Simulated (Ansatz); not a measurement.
Consider the ligand exchange at the Al–F bond: `[F][Al]([SH])[Cl]` + `O[SiH3]` → `[SiH3][O][Al]([SH])[Cl]` + H–F.

Gas-phase electronic energies from Ansatz, PBE0-D4/def2-TZVP geometries. CCSD(T)/CBS is the MP2 limit (def2-TZVPP, def2-QZVPP) plus CCSD(T) − MP2 in def2-TZVPP, frozen cores. This one scheme is used for every species. DFT in def2-TZVPP. B3LYP here is the variant with VWN-RPA as its local correlation; programs differ in this. Each species was taken in one conformer, which may not be the lowest.

| level | ΔE (kJ/mol) |
| --- | --- |
| CAM-B3LYP-D4 | 20.9 |
| PBE-QIDH | 18.9 |
| B3LYP | 27.7 |
| BHLYP | 23.5 |
| CAM-B3LYP | 26.2 |
| HF/def2-QZVPP | 20.7 |
| SCS-MP2/def2-QZVPP | 18.6 |
| CCSD/CBS(def2) | 18.4 |

(1) What does CCSD(T)/CBS give? (An estimate is asked.)

Largest T1 diagnostic among the species: 0.011.

Results:

(1) Ansatz gave: +18.1 kJ/mol. The listed levels differ from it by 2.8, 0.8, 9.6, 5.4, 8.1, 2.6, 0.5, 0.3 kJ/mol.

From r2SCAN to r2SCAN0 (25 % exact exchange), in def2-TZVPP and without D4, ΔE moves by −3.6 kJ/mol. The D4 term adds −8.0 kJ/mol with B3LYP and −4.8 kJ/mol with PBE0; it sums over pairs of atoms, weighted by their polarisabilities, and B3LYP, whose exchange is more repulsive, gets the larger term. Leaving LDA and LC-ωPBE aside and taking each functional with its dispersion term where it has one, the values, not all of them listed here, spread over 10.2 kJ/mol, from BHLYP-D4 to B97M-V. LDA lies −5.4 kJ/mol from PBE without D4.
